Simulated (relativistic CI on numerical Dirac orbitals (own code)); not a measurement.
# Electric-dipole transitions in Ge15+

These numbers are calculated, not measured: Dirac-Coulomb-Breit CI, KLI orbitals optimised for each configuration, QED by a radiative potential, unscaled Slater integrals (own radial code, finite nucleus).

Configuration list (outside the closed core [Ne]): 3s²3p⁵, 3s3p⁶, 3s²3p⁴3d, 3s3p⁵3d, 3p⁶3d, 3s3p⁴3d², 3s²3p⁴4s, 3s²3p³3d4p, 3p⁶4s, 3s²3p⁴4p, 3p⁶4p, 3s3p⁴3d4s, 3s²3p⁴4d, 3s3p⁵4s, 3s²3p⁴4f, 3s3p⁵4p, 3p⁵3d4p, 3s3p⁵4d, 3s²3p⁴5s, 3s3p⁵4f, 3s²3p⁴5p, 3s²3p⁴5d, 3s²3p³4s4p, 3s²3p⁴5f, 3s²3p⁴5g, 3s3p⁴4s², 3s3p⁵5s, 3s²3p⁴6s, 3s3p⁵5p, 3s²3p³3d², 3s²3p²3d³, 3s3p³3d³, 3s²3p²3d²4s, 3s²3p²3d²4p, 3s²3p²3d²4d, 3p⁵3d², 3p⁴3d³, 3p⁴3d²4s, 3p⁴3d²4p, 3p⁴3d²4d, 3s²3p³3d4s, 3s3p³3d²4s, 3s²3p²3d4s², 3s²3p²3d4s4p, 3s²3p²3d4s4d, 3p⁵3d4s, 3p⁴3d4s², 3p⁴3d4s4p, 3p⁴3d4s4d, 3s²3p³4s², 3s3p³3d4s², 3s²3p²4s²4p, 3s²3p²4s²4d, 3s²3p³4p², 3s²3p²3d4p², 3s3p³3d4p², 3s²3p²4s4p², 3s²3p²4p³, 3s²3p²4p²4d. Double excitations out of closed p, d and f shells are left out; levels of such configurations are missing from the list, as are those of other unlisted configurations, and high levels can miss mixing partners. These lack a partner that the ground configuration has and come out too high: 3s²3p⁴4f, 3s3p⁵4p, 3s3p⁵4d, 3s²3p⁴5s, 3s3p⁵4f.

| λ vac (Å) | Lower | Upper | A (s⁻¹) | log gf | S velocity/length |
| --- | --- | --- | --- | --- | --- |
| 114.09 | 3s²3p⁴3d ⁴D7/2 [6] | 3s²3p³3d² ⁴F°9/2 [150] | 5.45e+10 | 0.03 | 0.90 |
| 114.62 | 3s²3p⁴3d ⁴D5/2 [4] | 3s²3p³3d² ⁴D°5/2 [145] | 9.83e+10 | 0.07 | 0.83 |
| 114.97 | 3s²3p⁴3d ⁴D3/2 [5] | 3s²3p³3d² ⁴D°5/2 [145] | 8.54e+10 | 0.01 | 0.86 |
| 116.28 | 3s²3p⁴3d ²G9/2 [21] | 3s²3p³3d² ²G°9/2 [181] | 1.67e+11 | 0.53 | 0.90 |
| 118.56 | 3s3p⁶ ²S1/2 [3] | 3s3p⁵3d ²P°3/2 [85] | 2.10e+11 | 0.25 | 0.96 |
| 118.63 | 3s²3p⁵ ²P°3/2 [1] | 3s²3p⁴3d ²D5/2 [29] | 2.84e+11 | 0.56 | 1.01 |
| 118.89 | 3s²3p⁴3d ⁴F7/2 [10] | 3s²3p³3d² ⁴F°7/2 [156] | 1.65e+11 | 0.45 | 0.94 |
| 119.02 | 3s²3p⁴3d ⁴F5/2 [12] | 3s²3p³3d² ⁴F°5/2 [162] | 1.21e+11 | 0.19 | 0.95 |
| 119.05 | 3s3p⁶ ²S1/2 [3] | 3s3p⁵3d ²P°1/2 [83] | 2.12e+11 | -0.05 | 0.97 |
| 119.30 | 3s²3p⁴3d ⁴F9/2 [8] | 3s²3p³3d² ⁴F°9/2 [150] | 2.32e+11 | 0.69 | 0.94 |
| 119.45 | 3s²3p⁵ ²P°3/2 [1] | 3s²3p⁴3d ²P3/2 [28] | 2.44e+11 | 0.32 | 0.95 |
| 119.47 | 3s²3p⁵ ²P°1/2 [2] | 3s²3p⁴3d ²D3/2 [31] | 2.73e+11 | 0.37 | 1.00 |
| 120.09 | 3s²3p⁴3d ⁴D7/2 [6] | 3s²3p³3d² ⁴P°5/2 [133] | 9.18e+10 | 0.08 | 0.87 |
| 120.25 | 3s²3p⁴3d ²F7/2 [24] | 3s²3p³3d² ²F°7/2 [189] | 1.66e+11 | 0.46 | 0.91 |
| 121.02 | 3s²3p⁴3d ⁴D7/2 [6] | 3s²3p³3d² ⁴D°5/2 [129] | 9.08e+10 | 0.08 | 0.81 |
| 121.06 | 3s²3p⁴3d ⁴F9/2 [8] | 3s²3p³3d² ⁴D°7/2 [142] | 1.27e+11 | 0.35 | 0.79 |
| 121.19 | 3s²3p⁴3d ⁴F7/2 [10] | 3s²3p³3d² ⁴D°5/2 [147] | 1.14e+11 | 0.18 | 0.70 |
| 121.64 | 3s²3p⁴3d ⁴D5/2 [4] | 3s²3p³3d² ⁴P°3/2 [126] | 1.67e+11 | 0.17 | 0.84 |
| 123.84 | 3s²3p⁵ ²P°1/2 [2] | 3s²3p⁴3d ²P1/2 [30] | 1.87e+11 | -0.07 | 0.94 |
| 124.75 | 3s²3p⁵ ²P°3/2 [1] | 3s²3p⁴3d ²S1/2 [27] | 2.25e+11 | 0.02 | 0.99 |
| 125.15 | 3s²3p⁴3d ²D5/2 [29] | 3s²3p³3d² ²F°7/2 [211] | 3.55e+11 | 0.82 | 0.93 |
| 126.54 | 3s²3p⁴3d ²D3/2 [31] | 3s²3p³3d² ²F°5/2 [224] | 3.26e+11 | 0.67 | 0.92 |
| 127.92 | 3s²3p⁴3d ²G9/2 [21] | 3s²3p³3d² ²H°11/2 [155] | 1.19e+11 | 0.54 | 1.01 |
| 128.41 | 3s²3p⁴3d ⁴F9/2 [8] | 3s²3p³3d² ⁴G°11/2 [123] | 9.77e+10 | 0.46 | 0.97 |
| 131.17 | 3s²3p⁴3d ⁴F7/2 [10] | 3s²3p³3d² ⁴G°9/2 [121] | 8.20e+10 | 0.33 | 0.98 |
| 131.93 | 3s²3p⁴3d ⁴D7/2 [6] | 3s²3p³3d² ⁴F°9/2 [98] | 4.48e+10 | 0.07 | 1.01 |
| 131.97 | 3s²3p⁴3d ²G7/2 [20] | 3s²3p³3d² ²H°9/2 [141] | 8.54e+10 | 0.35 | 1.01 |
| 132.18 | 3s²3p⁴3d ⁴F5/2 [12] | 3s²3p³3d² ⁴G°7/2 [127] | 6.80e+10 | 0.15 | 0.97 |
| 132.22 | 3s²3p⁴3d ²F7/2 [16] | 3s²3p³3d² ²G°9/2 [134] | 6.60e+10 | 0.24 | 0.96 |
| 133.21 | 3s²3p⁴3d ⁴D5/2 [4] | 3s²3p³3d² ⁴F°7/2 [95] | 4.54e+10 | -0.02 | 1.01 |

Terms are leading LS components. Brackets give the number of a level in order of energy, since labels repeat. The list gives strong lines, with weight on those to low levels, among the lowest 400 of 10110 levels, so that lines to higher ones, which can be the strongest, are missing. Levels whose partners in the same complex of configurations lie outside the list can be far off, and so can their lines. Rates are taken at the computed energies, electric ones in the length gauge. A velocity-to-length ratio far from 1 marks an uncertain rate.

At this charge energies of transitions that change n are usually good to better than 1 %, and those within a shell (Δn = 0) to a few per cent.

LS names give the leading component of a level, which can be under half, so a name can repeat, a term be missing and a line seem to break the LS rules.
